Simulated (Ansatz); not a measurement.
`[SiH3]/C=C/[SiH2]Cl` → `C=C[SiH2]Cl` + `[SiH2]` at 400 K and 1 bar (silylene formation by 1,1-elimination).

Gas-phase electronic energies from Ansatz, PBE0-D4/def2-TZVP geometries. CCSD(T)/CBS adds triple-zeta CCSD(T) − MP2 to the extrapolated MP2 energy (def2 sets, frozen cores). This one scheme is used for every species. Each species was taken in one conformer, which may not be the lowest.

```
              species  CCSD(T)/CBS energy (Eh)  H − E (kJ/mol)  S (J/(mol·K))
`[SiH3]/C=C/[SiH2]Cl`              -1118.27689           238.1          417.2
        `C=C[SiH2]Cl`               -827.99751           188.1          348.1
             `[SiH2]`               -290.19011            44.2          218.1
```

H − E and S are ideal-gas, rigid-rotor, harmonic terms from PBE0-D4/def2-TZVP, for one conformer and one mirror image of each species. 1 Eh = 2625.50 kJ/mol, R = 8.31446 J/(mol·K).

Q: By hand: ΔE, ΔH, ΔS and ΔG.

A: ΔE = (-827.99751) + (-290.19011) − (-1118.27689) = 0.08927 Eh = 234.4 kJ/mol. Δ(H − E) = 188.1 + 44.2 − 238.1 = -5.8, so ΔH = 228.6 kJ/mol. ΔS = 348.1 + 218.1 − 417.2 = 149.0 J/(mol·K). ΔG = 228.6 − 400 × (149.0)/1000 = 169.0 kJ/mol.

Q: By hand: the equilibrium constant, and the temperature at which ΔG would vanish if ΔH and ΔS stayed fixed.

A: log₁₀ K = −ΔG/(RT ln 10) = -22.1. ΔG = 0 at ΔH/ΔS = 1534 K.

The number of gas molecules changes by +1, which sets the sign of ΔS. A doubt of 5 kJ/mol in ΔE shifts log₁₀ K by 0.7 here. Other conformers and mirror images would add mixing entropy, several J/(mol·K) or more a flexible species. Modes under 60 cm⁻¹, often nearly free rotors, make the harmonic entropy too high. These are equilibria of isolated gas molecules and say nothing of rates. Largest T1 diagnostic: 0.014 (customary marks: 0.02 for closed shells, 0.045 for open ones).
